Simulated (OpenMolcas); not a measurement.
**In II: effect of the level shift or regulariser**

- Program: OpenMolcas
- Basis: ANO-R2 [7s6p4d2f1g]
- Scalar Hamiltonian: X2C, finite nucleus
- Active space: 2 electrons in 4 orbitals (5s 5p)
- State averaging: 2S+1 = 3 even, 3 roots; 2S+1 = 1 even, 7 roots; 2S+1 = 3 odd, 3 roots; 2S+1 = 1 odd, 3 roots
- Spin-orbit coupling: state interaction with AMFI integrals over the reference wave functions, term energies averaged over their components

Methods on the same reference wave functions:
A. CASSCF
B. MS-CASPT2, IPEA 0.25 Eh, imaginary shift 0.1 Eh (closed shells correlated: 4d)
C. MS-CASPT2, IPEA 0.25 Eh, real shift 0.2 Eh (closed shells correlated: 4d)

Energies in cm-1 above 5s2 1S0, the measured ground level; measured values from NIST Handbook of Basic Atomic Spectroscopic Data.

```
      Level       A       B       C  Measured
    5s2 1S0     0.0     0.0     0.0       0.0
5s 5p 3P* 0   37436   42960   42840     42276
5s 5p 3P* 1   38320   43830   43710     43351
5s 5p 3P* 2   40202   45720   45600     45830
5s 5p 1P* 1   65881   63900   63890     63038
    5p2 3P0   97048  103080  102960    101608
    5p2 3P1   98143  104270  104150    103249
    5p2 3P2   99678  105480  105410    105565
    5p2 1D2  106953  108830  109000     97628
    5p2 1S0  123536  122440  122400    121289
```

Deviations, from unrounded energies. A percentage is the sum of absolute deviations over the sum of measured energies, with the sign that they share, or ± where signs differ.

```json
{"Against measurement": "mean absolute deviation (cm-1)", "Levels": "9", "A": "5100", "B": "1900", "C": "1900"}
{"Against measurement": "other configurations (%)", "Levels": "9", "A": "±6.3", "B": "±2.4", "C": "±2.3"}
```

B, C lie about equally close to measurement and A furthest from it. The largest miss of C in the table is 5p2 1D2, by +11000 cm-1. The ranking rests on the paired levels alone, and a cruder setting can come out closer through cancelling errors.

Between B and C the level of the table that moves most is 5p2 1D2, by 170 cm-1 (lowest in B, highest in C). Moves below CASPT2's spread within the term are not significant.

The lowest spin-free term lies below A's lowest term by 0.434 hartree in B, 0.432 hartree in C.

CASPT2 does not keep the components of a term degenerate, so their means are used; among the terms shown or strongly mixed into the levels shown the widest spread is 14 cm-1 (5p2 1D, B). The ¹D term of p² mixes with s d, which this space lacks. Without dynamic correlation excited terms often stand tens of per cent too high (terms of higher spin than the ground term too low), and those without a measured partner can miss by more than the paired ones (holds for A). Some levels mix across a computed gap that differs much from the measured one, so their mixing is not that of the real levels (holds for B; C). Computed and measured levels are paired by configuration, term and J; levels that our copy of the source lacks, or whose pairing is in doubt (as where it misses far off the trend of its configuration), stay unpaired and out of the deviations. Only configurations of the active space appear.

* marks odd parity.
